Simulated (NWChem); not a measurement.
Species: HfH$_{4}$O; SMILES [OH][HfH3]

def2 effective core potentials on Hf; no spin-orbit coupling.

**Question.** Give the equilibrium geometry at PBE0/def2-SVP with def2 effective core potentials on Hf (NWChem) as an XYZ file, with the point group.

**Answer.** point group C3v; any orientation.
```
6

Hf     0.0283     0.1576    -0.0026
O      0.0832    -1.7313    -0.0084
H      0.1114    -2.6873    -0.0113
H     -0.9655     0.7072     1.4663
H      1.7702     0.7905     0.1117
H     -0.7709     0.7220    -1.5807
```
